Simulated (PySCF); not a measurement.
Molecule: `C(C(OC)(F)F)(F)F`, C₃H₄F₄O.

Mapped SMILES: `[CH3:1][O:2][C:3]([F:4])([F:5])[CH:6]([F:7])[F:8]`; H(Xn) means a hydrogen on atom n.

Geometry PBE0-D3(BJ)/def2-SVP throughout; GIAO in PySCF 2.14.0 with density-fitted response routines, gas phase, one conformer, non-relativistic; equivalent atoms averaged; functional PBE0.

For orientation, def2-SVP gives these shifts δ (against TMS, H2O, CFCl3 at the same level): C3 119.2, C6 109.4, C1 45.6, O2 72.4, F4/F5 -100.9, F7/F8 -134.0, H(C6) 5.20, H(C1) 3.37 ppm.

A run gave: C3 119.3, C6 109.5, C1 46.0, O2 74.9, F4/F5 -112.5, F7/F8 -143.3, H(C6) 5.16, H(C1) 3.44 ppm (shifts δ (against TMS, H2O, CFCl3 at the same level)).

Which basis set was used in that run?
A. cc-pVDZ
B. def2-TZVP
C. pcSseg-0
D. 6-31G

## Answers

A. H(C6) tells them apart best: cc-pVDZ gives 5.16, 6-31G gives 5.59, pcSseg-0 gives 6.46, def2-TZVP gives 5.46 ppm.
